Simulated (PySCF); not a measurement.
All values below come from PBE0-D4/def2-TZVP // PBE0-D4/def2-SVP (PySCF). All species are isolated molecules in the gas phase. One relaxed conformer stands for a flexible species; it need not be the lowest. Delta-SCF ions had no search for a lower state. Excitations are Tamm–Dancoff values on a coarser integration grid. The basis has no diffuse functions, so Rydberg states are missing or too high.

Reference species (SMILES): `[OH][Sn]([OH])([OH])[OH]` (neutral, multiplicity 1).

```
Item                                            Value
-------------------------------------------  --------
HOMO–LUMO gap                                 7.31 eV
vertical ionisation energy (Delta-SCF)       11.20 eV
brightest of the four lowest singlets (TDA)   6.07 eV
LUMO                                         -1.84 eV
```

Changed species: `C[O][Sn]([OH])([O]C)[O]C` (3 of 4 OH replaced by OCH3; the reference has 0 of 4 OH replaced by OCH3).

Problem. Predict the effect on the HOMO–LUMO gap, vertical ionisation energy (Delta-SCF), brightest of the four lowest singlets (TDA) and LUMO.

Solution. the HOMO–LUMO gap decreases by 1.04 eV, to 6.27 eV; the vertical ionisation energy (Delta-SCF) falls by 1.51 eV, to 9.69 eV; the brightest of the four lowest singlets (TDA) decreases by 0.50 eV, to 5.57 eV; the LUMO rises by 0.14 eV, to -1.70 eV.
